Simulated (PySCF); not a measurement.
C2H7FO3Si. Atoms are numbered in the order given.

```xyz
14

C     -2.6846     1.3660     0.9037
C     -1.4621     0.4876     1.0779
O     -0.6972     0.5051    -0.1239
Si     0.7117    -0.2936    -0.3459
O      1.8341     0.2525     0.7164
O      1.2496    -0.1023    -1.8826
F      0.4501    -1.8726    -0.0686
H     -3.3075     1.0005     0.0726
H     -3.2925     1.3682     1.8221
H     -2.3854     2.4013     0.6788
H     -0.8410     0.8506     1.9167
H     -1.7601    -0.5506     1.3134
H      2.7146    -0.1381     0.6866
H      0.6456    -0.3315    -2.5982
```

Geometry optimised at B3LYP-D3(BJ)/def2-SVP. The values are those of a single conformer.

Method: PySCF 2.14.0 with B3LYP-D3(BJ)/def2-SVP.

Frequencies are harmonic and unscaled.

Computed vibrational spectrum:
| mode | ν (cm⁻¹) | IR (km/mol) | moving atoms (share of kinetic energy) |
|---|---|---|---|
| 1 | 21 | 0.6 | O 32 %, C 31 %, H 24 %, F 13 % |
| 2 | 52 | 2.2 | H 43 %, C 26 %, O 19 %, F 11 % |
| 3 | 91 | 33.3 | H 55 %, O 24 %, F 12 %, C 8 % |
| 4 | 115 | 16.8 | H 47 %, O 26 %, C 17 % |
| 5 | 190 | 142.8 | H 82 %, O 9 % |
| 6 | 256 | 13.3 | H 72 %, O 16 % |
| 7 | 289 | 13.3 | O 44 %, H 30 %, C 20 % |
| 8 | 297 | 42.4 | O 41 %, H 22 %, F 21 %, C 17 % |
| 9 | 303 | 8.1 | O 57 %, H 19 %, F 16 % |
| 10 | 372 | 48.1 | O 49 %, Si 20 %, F 18 %, H 11 % |
| 11 | 382 | 47.3 | O 44 %, Si 20 %, F 18 %, C 10 % |
| 12 | 435 | 27.1 | O 36 %, Si 28 %, H 15 %, C 14 % |
| 13 | 727 | 22.0 | O 54 %, F 17 %, H 15 %, C 13 % |
| 14 | 781 | 145.9 | H 65 %, O 28 % |
| 15 | 800 | 170.2 | H 77 %, O 22 % |
| 16 | 815 | 0.5 | H 92 % |
| 17 | 883 | 118.2 | H 30 %, Si 25 %, F 16 %, O 15 %, C 14 % |
| 18 | 948 | 171.4 | Si 43 %, O 24 %, F 23 % |
| 19 | 1007 | 153.5 | Si 44 %, O 38 %, H 13 % |
| 20 | 1009 | 131.6 | C 27 %, H 26 %, Si 25 %, O 22 % |
| 21 | 1118 | 20.9 | C 51 %, H 44 % |
| 22 | 1159 | 430.8 | O 54 %, C 34 % |
| 23 | 1173 | 4.0 | H 61 %, C 36 % |
| 24 | 1304 | 0.2 | H 92 % |
| 25 | 1383 | 0.7 | H 80 %, C 19 % |
| 26 | 1424 | 29.0 | H 72 %, C 27 % |
| 27 | 1454 | 5.7 | H 97 % |
| 28 | 1476 | 1.3 | H 95 % |
| 29 | 1504 | 1.1 | H 92 % |
| 30 | 3009 | 40.3 | H 95 % |
| 31 | 3036 | 14.3 | H 97 % |
| 32 | 3054 | 26.1 | H 90 %, C 10 % |
| 33 | 3124 | 22.2 | H 91 %, C 9 % |
| 34 | 3128 | 23.9 | H 90 %, C 10 % |
| 35 | 3885 | 119.5 | H 94 % |
| 36 | 3890 | 99.1 | H 94 % |
